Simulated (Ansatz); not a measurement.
System: C3H2F5, net charge 0, doublet state. It need not be the lowest isomer of its formula. 
Structure (B3LYP-D3(BJ)/def2-TZVP (Ansatz, an electronic-structure program) minimum search):
```xyz
10

F      2.3657    -0.7087     0.8995
C      1.3442     0.0266     0.4557
F      1.7975     1.0753    -0.2283
C      0.2580    -0.7622    -0.2031
C     -1.0867    -0.0603    -0.1987
F     -2.0093    -0.8319    -0.8068
F     -1.5209     0.1799     1.0506
F     -1.0501     1.1143    -0.8494
H      0.1415    -1.7041     0.3303
H      0.5207    -0.9801    -1.2445
```
Charge 0, spin multiplicity 2.

Basis-set convergence of Hartree-Fock and MP2 correlation energies (hartree) with Ansatz. Cores are frozen in the correlated levels unless marked. Open shells are spin-unrestricted. No spin-orbit coupling. Non-relativistic.

```
basis    functions       E(HF)  E(corr, MP2)
-------  ---------  ----------  ------------
cc-pVDZ        122  -611.95995      -1.29798
cc-pVTZ        268           ?             ?
```

Task: Fill in the missing entries.

Result: 
- cc-pVTZ, E(HF): -612.16529
- cc-pVTZ, E(corr, MP2): -1.70019
